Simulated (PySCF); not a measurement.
# Worked example: entropy of an ideal gas

In(F)(OH)2 (FH2InO2), SMILES [OH][In]([OH])[F].

Coordinates come from a B3LYP-D3(BJ)/def2-SVP optimisation. The def2 effective core potentials stand for the cores of In; spin–orbit coupling is left out. The values are those of a single conformer.

B3LYP-D3(BJ)/def2-SVP (PySCF 2.14.0) gives the harmonic wavenumbers 112, 116, 141, 268, 287, 578, 606, 638, 851, 882, 3806, 3807 cm⁻¹ and the rotational temperatures 0.2430, 0.2153, 0.1141 K. The molar mass is 167.83 g/mol, the symmetry number 2, the spin multiplicity 1.

Task: Work out the entropy at 298.15 K and 1 atm in the rigid-rotor, harmonic-oscillator model.

Result: 
Translation (Sackur–Tetrode at 1 atm): S = R[1.5 ln M + 2.5 ln T − 1.16487] = 172.6 J/(mol K).
Rotation: q = (√π/σ) T^1.5/√(θA θB θC) = 59100, S = R[ln q + 3/2] = 103.8 J/(mol K).
Vibration: with u = 1.4388 ν/T, each mode gives R[u/(e^u − 1) − ln(1 − e^−u)]:
```tsv
ν (cm⁻¹)	modes	u	S (J/(mol K))
112	1	0.54	13.53
116	1	0.56	13.25
141	1	0.68	11.67
268	1	1.29	6.73
287	1	1.38	6.24
578	1	2.79	2.05
606	1	2.92	1.84
638	1	3.08	1.63
851	1	4.11	0.71
882	1	4.26	0.63
```
The stiffer modes add less than 0.005 each. Sum 58.3 J/(mol K).
Spin: R ln 1 = 0.0 J/(mol K).
Total 334.7 J/(mol K); the program's own thermochemistry gives 334.8. Translation makes up 52 % and vibration 17 %. Anharmonicity, hindered rotation and orbital degeneracy are left out.
